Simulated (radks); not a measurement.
Question: Numerical settings for neutral neon, [Ne]. Method: Dirac Kohn-Sham, PBE, spin-unpolarised, spherical densities, finite nucleus; Fermi nuclear charge, rms radius 3.0055 fm; computed with a radial shooting solver on a logarithmic mesh with Libxc functionals. The defaults (mesh step 0.008 in ln r, mesh end at 40 bohr or more with all orbitals vanishing there, Anderson mixing 0.5 over 9 steps, residual threshold near 1e-9 with the energy settled to 1e-9 hartree or 1e-11 of itself, here a cap of 65 iterations) give E = -129.0135 hartree and 2p3/2 at -13.298 eV in 14 iterations. Run on one thread of a shared host, so times are rough (Arm Neoverse V1): 0.05 s of CPU time, 0.05 s wall, 14 iterations on 2208 mesh points. One setting is changed at a time: mesh step in ln r 0.2; mesh step in ln r 0.12; mesh step in ln r 0.02; mesh end (bohr) 2; mesh end (bohr) 3; residual threshold 0.001; residual threshold 1e-16; mixing 0.2; linear mixing, mixing 0.8; linear mixing, mixing 0.5; mixing history 3; iteration cap 2. Which runs fail to converge, and which converge to a wrong energy?

Answer: Not converged within the cap: mesh step in ln r 0.2; mesh step in ln r 0.12; residual threshold 1e-16; linear mixing, mixing 0.8; iteration cap 2. Settled on a wrong energy, with an occupied level pushed above zero by the early mesh end: mesh end (bohr) 2 (+1.37 hartree). Apart from these: settings that end as converged yet miss the energy by more than 1 mhartree: mesh end (bohr) 3 (+0.126 hartree).
